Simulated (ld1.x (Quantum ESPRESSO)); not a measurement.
LDA (PZ) PAW dataset for zinc, fully relativistic all-electron reference.

ld1.x (Quantum ESPRESSO) 7.5 input, shortened:

```
&input
   title='Zn', zed=30., rel=2, dft='PZ', iswitch=3,
   config='[Ar] 3d10 4s0 4p0', rel_dist='average'
 /
 &inputp
   pseudotype=3, lpaw=.true., tm=.true., lloc=-1, rcloc=0.90,
   nlcc=.true., new_core_ps=.true.,
   which_augfun='BESSEL', rmatch_augfun=1.00
 /
6
3S  1  0   2.00   0.00  1.25  1.30  0.0
4S  2  0   0.00   0.00  1.25  1.30  0.0
3P  2  1   6.00   0.00  1.00  1.10  0.0
4P  3  1   0.00   0.00  1.00  1.10  0.0
3D  3  2  10.00   0.00  0.90  1.20  0.0
3D  3  2   0.00   0.90  0.90  1.20  0.0
 &test
   configts(1)='3s2 3p6 3d10 4s0 4p0'
 /
```

Open shells are filled in proportion to 2j + 1 (rel_dist='average').

All-electron outer shells of the reference configuration (LDA (PZ), scalar-relativistic, ld1.x):

```csv
shell,level (eV),outermost node (bohr),outermost maximum (bohr)
2p,-1024.11,–,0.15
3s,-149.60,0.28,0.59
3p,-104.26,0.25,0.59
3d,-31.22,–,0.56
4s,-23.24,0.84,1.89
4p,-15.70,0.91,2.25
```

Results:

| Property | Result |
| --- | --- |
| Configuration tests | test run stopped at test 1 of 7 (negative norm?) |

The ghost test of this file was not conclusive.

Generation and tests took about 2.2 s on one core of a shared server CPU.
